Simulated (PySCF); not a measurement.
[C4H10OSi]-: g tensor and hyperfine couplings

Compound: C4H10OSi (charge -1 and doublet state).
Structure used (GFN2-xTB), in Å, numbered top down from 1:
```
atom  x, y, z in Å
C1    -0.2302    2.2267   -0.1594
C2     0.0272    0.8905    0.1440
C3    -0.8853    0.0595    0.9853
C4    -1.7138   -0.9438    0.1680
O5     1.1272    0.2665   -0.3438
Si6    2.1640   -0.8987    0.1325
H7    -0.9306    2.7784    0.4536
H8     0.5163    2.8054   -0.6794
H9    -1.5659    0.7083    1.5477
H10   -0.2702   -0.5198    1.6973
H11   -2.3376   -1.5685    0.8134
H12   -1.0460   -1.5882   -0.3993
H13   -2.3562   -0.4126   -0.5329
H14    3.0278   -0.7930   -1.0565
H15    1.3339   -2.0899    0.4740
H16    3.1319   -0.9118    1.2791
```

The hyperfine couplings belong to this conformer and change with its torsions.

Identity: `[CH2-][C](CC)O[SiH3]` [radical] (charge -1).

Level of theory: UKS B3LYP, pcH-1 on C H O Si, non-relativistic, mean-field spin-orbit, GIAO (PySCF 2.14.0). Whether the extra electron is bound in the gas phase wasn't checked; a finite basis holds it in any case. Couplings are sensitive to structure, and on GFN2-xTB geometries they can be far from those on DFT ones, by a factor of two or more for some ions and for spin on atoms past the first row. The frame is twisted about the C1–C2 bond at this geometry (dihedral H8–C1–C2–O5 = -8°); couplings at other torsion angles weren't computed. Stability of the SCF solution: not tested.

```
g1, g2, g3                      : 2.00210, 2.00342, 2.00464
g_iso                           : 2.00339
Form of g                       : rhombic: the two nearest values differ by 48 % of g3 − g1
⟨S²⟩                            : 0.7530 (exact 0.7500)
α and β electrons               : 29, 28
HOMO–LUMO gap, α and β orbitals : 1.76, 5.65 eV
Basis functions                 : 260
```

Isotropic coupling and dipolar principal values T1 to T3, in mT (MHz turned into mT with g_iso):

```json
{"atom": "C1", "isotope": "13C", "a_iso": "2.04", "of which spin–orbit": "0.00", "T1": "-0.50", "T2": "-0.47", "T3": "0.97", "Mulliken spin population": "0.20"}
{"atom": "C2", "isotope": "13C", "a_iso": "0.53", "of which spin–orbit": "0.00", "T1": "-0.61", "T2": "-0.55", "T3": "1.16", "Mulliken spin population": "0.08"}
{"atom": "C3", "isotope": "13C", "a_iso": "1.26", "of which spin–orbit": "0.00", "T1": "-0.07", "T2": "0.00", "T3": "0.08", "Mulliken spin population": "-0.01"}
{"atom": "C4", "isotope": "13C", "a_iso": "1.72", "of which spin–orbit": "0.00", "T1": "-0.02", "T2": "-0.01", "T3": "0.03", "Mulliken spin population": "-0.01"}
{"atom": "O5", "isotope": "17O", "a_iso": "-4.39", "of which spin–orbit": "0.00", "T1": "-0.20", "T2": "-0.07", "T3": "0.27", "Mulliken spin population": "-0.03"}
{"atom": "Si6", "isotope": "29Si", "a_iso": "-2.28", "of which spin–orbit": "0.02", "T1": "-2.04", "T2": "0.96", "T3": "1.08", "Mulliken spin population": "0.65"}
{"atom": "H7", "isotope": "1H", "a_iso": "-0.09", "of which spin–orbit": "0.00", "T1": "-0.25", "T2": "-0.04", "T3": "0.29", "Mulliken spin population": "0.01"}
{"atom": "H8", "isotope": "1H", "a_iso": "-0.37", "of which spin–orbit": "0.00", "T1": "-0.24", "T2": "-0.04", "T3": "0.28", "Mulliken spin population": "-0.01"}
{"atom": "H9", "isotope": "1H", "a_iso": "0.33", "of which spin–orbit": "0.00", "T1": "-0.09", "T2": "-0.02", "T3": "0.11", "Mulliken spin population": "0.04"}
{"atom": "H10", "isotope": "1H", "a_iso": "-0.07", "of which spin–orbit": "0.00", "T1": "-0.17", "T2": "0.02", "T3": "0.15", "Mulliken spin population": "0.06"}
{"atom": "H11", "isotope": "1H", "a_iso": "0.15", "of which spin–orbit": "0.00", "T1": "-0.05", "T2": "-0.03", "T3": "0.08", "Mulliken spin population": "0.04"}
{"atom": "H12", "isotope": "1H", "a_iso": "-0.01", "of which spin–orbit": "0.00", "T1": "-0.05", "T2": "-0.01", "T3": "0.06", "Mulliken spin population": "0.00"}
{"atom": "H13", "isotope": "1H", "a_iso": "-0.02", "of which spin–orbit": "0.00", "T1": "-0.05", "T2": "-0.02", "T3": "0.07", "Mulliken spin population": "0.00"}
{"atom": "H14", "isotope": "1H", "a_iso": "0.23", "of which spin–orbit": "0.00", "T1": "-0.23", "T2": "0.10", "T3": "0.13", "Mulliken spin population": "0.00"}
{"atom": "H15", "isotope": "1H", "a_iso": "-0.60", "of which spin–orbit": "0.00", "T1": "-0.26", "T2": "0.06", "T3": "0.21", "Mulliken spin population": "-0.01"}
{"atom": "H16", "isotope": "1H", "a_iso": "0.88", "of which spin–orbit": "0.00", "T1": "-0.25", "T2": "0.06", "T3": "0.19", "Mulliken spin population": "0.00"}
```

The Mulliken spin populations are largest on Si6 (+0.65), C1 (+0.20), C2 (+0.08) and H10 (+0.06).

C2, the radical centre as drawn in `[CH2-][C](CC)O[SiH3]`, holds a spin population of +0.08 out of 1.

Axes: g2 points within 14° of the C1–H8 bond.

Under fast tumbling the dipolar parts average out, and these isotropic splittings remain: 1 × 1H (H8, I = 1/2, 2 lines) with 0.37 mT, 3 × 1H (H14/H15/H16, I = 1/2, 4 lines) with 0.17 mT, 2 × 1H (H9/H10, I = 1/2, 3 lines) with 0.13 mT, 1 × 1H (H7, I = 1/2, 2 lines) with 0.09 mT and 3 × 1H (H11/H12/H13, I = 1/2, 4 lines) with 0.04 mT.

Means are taken over nuclei equivalent by connectivity, which assumes that they swap fast. H7 and H8 aren't averaged: C1 is flat or nearly so (angle sum 355°), and its turn about the short C1–C2 bond (1.39 Å) is taken as slow. The three 1H nuclei of mean +4.7 MHz run from -16.9 to 24.6 MHz in the frozen geometry. The 1H value of +3.6 MHz is a mean of couplings from -1.9 to 9.2 MHz in this one geometry, not an average over conformers.

The 29Si coupling of Si6 (-64.0 MHz) shows only in satellite lines or after enrichment, since that isotope makes up about 4.7 % of natural silicon.

The 17O coupling of O5 (-123.2 MHz) shows only in satellite lines or after enrichment, since that isotope makes up about 0.038 % of natural oxygen.

Examples of negative spin density at the nucleus (bohr⁻³): H8 (-0.0023).

The run took 77 s of wall time (grids of density and orbitals included) on an Arm Neoverse V2 with one thread, shared host with 96 logical CPUs at a one-minute load of 60, and the process peaked at 0.95 GiB of memory.
